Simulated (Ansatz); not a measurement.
C$_{2}$H$_{2}$BBrS, SMILES `S=C=CBBr`, 7 atoms. Charge 0, multiplicity 1. Correlated methods include outer-core shells of Br, which these sets cover unevenly. Scalar relativity is left out up to krypton. All runs use 4 threads of a server CPU on a shared host. Correlated methods freeze the cores.

(1) How many basis functions does each run have, and how long does it take in Ansatz? RKS r2SCANh-D4/def2-TZVPP energy; RHF-CCSD(T)/def2-SVP energy; RKS LC-ωPBE/def2-TZVPP energy; RHF-MP2/def2-QZVPP energy; RKS ωB97M-V/def2-SVP energy; RKS revPBE-D4/def2-TZVPP energy; RKS PBE0-D4/def2-TZVP frequencies; RHF-CCSD(T)/def2-TZVPP energy; RKS PBE0-D4/def2-TZVP relaxation (8 steps); RKS SPW92 (LDA)/def2-TZVPP energy; RKS ωB97M-V/def2-QZVPP energy; RKS PBE0-D4/def2-QZVPP energy. (Best estimate.)

Results:

(1) The calculation gave: Other jobs shared the machine, so times are rough.

| level | job | functions | wall time | peak host memory (GiB) |
| --- | --- | --- | --- | --- |
| RKS SPW92 (LDA)/def2-TZVPP | energy | 211 | 1.1 s | 0.24 |
| RKS revPBE-D4/def2-TZVPP | energy | 211 | 1.8 s | 0.26 |
| RKS LC-ωPBE/def2-TZVPP | energy | 211 | 2.3 s | 0.35 |
| RKS ωB97M-V/def2-SVP | energy | 102 | 4.1 s | 0.3 |
| RHF-CCSD(T)/def2-SVP | energy | 102 | 4.5 s | 0.39 |
| RKS r2SCANh-D4/def2-TZVPP | energy | 211 | 4.6 s | 0.56 |
| RKS PBE0-D4/def2-QZVPP | energy | 390 | 6.5 s | 1.4 |
| RHF-MP2/def2-QZVPP | energy | 390 | 16 s | 1.8 |
| RKS ωB97M-V/def2-QZVPP | energy | 390 | 16 s | 1.6 |
| RKS PBE0-D4/def2-TZVP | relaxation (8 steps) | 190 | 29 s | 0.48 |
| RHF-CCSD(T)/def2-TZVPP | energy | 211 | 89 s | 2.9 |
| RKS PBE0-D4/def2-TZVP | frequencies | 190 | 100 s | 0.5 |

LC-ωPBE has ω = 0.4 bohr⁻¹.
